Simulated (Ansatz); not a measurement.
**Ligand exchange: Sn(CH3)4 + C2H4ClI → Sn(CH3)3I + C3H7Cl**

Species: Sn(CH3)4, singlet; C2H4ClI `CC(Cl)I`, singlet; Sn(CH3)3I (iodotrimethylstannane), singlet; C3H7Cl (2-chloropropane) `CC(C)Cl`, singlet. The partners trade CH3 for I: Sn–CH3 and C–I bonds give way to Sn–I and C–CH3.

Shapes, held fixed at every level: PBE0-D4/def2-TZVP. Programs: Ansatz 0.2.0. Electronic energies: no zero-point or thermal term.

(1) Estimate ΔE of this reaction.

Results:

(1) The highest level, CCSD(T)/def2-TZVPP, gives ΔE = -167.1 kJ/mol; the levels span -207.3 to -166.8. The column of differences is taken from that level and isn't an error. No measured value is set beside it here. For atoms past krypton def2 sets carry core potentials with scalar relativity. Outer-core shells of I, Sn are correlated in most correlated rows, in sets that cover them unevenly.

```
               level                   kind  ΔE (kJ/mol)  less CCSD(T)/def2-TZVPP
       HF/def2-TZVPP           Hartree–Fock       -207.3                    -40.2
    SPW92/def2-TZVPP                    LDA       -171.2                     -4.1
   PBE-D4/def2-TZVPP                    GGA       -166.8                     +0.3
r2SCAN-D4/def2-TZVPP               meta-GGA       -178.0                    -10.9
  PBE0-D4/def2-TZVPP          global hybrid       -178.9                    -11.8
   B2PLYP/def2-TZVPP          double hybrid       -174.4                     -7.3
  CCSD(T)/def2-TZVPP  coupled cluster or CI       -167.1                      0.0
```
